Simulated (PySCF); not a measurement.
SMILES C(CF)(F)(F)F (C₂H₂F₄), singlet, PBE/def2-SVP optimised geometry.

```
8

F      1.25     0.53     1.12
C      0.77    -0.10     0.00
C     -0.75    -0.10     0.00
F     -1.25     1.15     0.00
F     -1.25    -0.74     1.07
F     -1.19    -0.73    -1.12
H      1.12    -1.15    -0.03
H      1.12     0.43    -0.91
```

Density from PySCF with PBE/def2-TZVP at that geometry.

Minimum of the electron density along straight lines between bonded atoms, close to the bond critical point (lines longer than 1.1 times the sum of covalent radii, or with two minima, are not listed):

| bond | length / Å | ρ at the minimum / e bohr⁻³ | ∇²ρ there / e bohr⁻⁵ | position (fraction from the first atom) |
|---|---|---|---|---|
| F1–C2 | 1.372 | 0.254 | -0.28 | 0.66 |
| C2–C3 | 1.525 | 0.265 | -0.70 | 0.48 |
| C3–F4 | 1.348 | 0.283 | -0.55 | 0.35 |
| C3–F5 | 1.348 | 0.283 | -0.55 | 0.35 |
| C3–F6 | 1.354 | 0.278 | -0.55 | 0.35 |
| C2–H7 | 1.112 | 0.275 | -0.94 | 0.65 |
| C2–H8 | 1.112 | 0.275 | -0.94 | 0.65 |
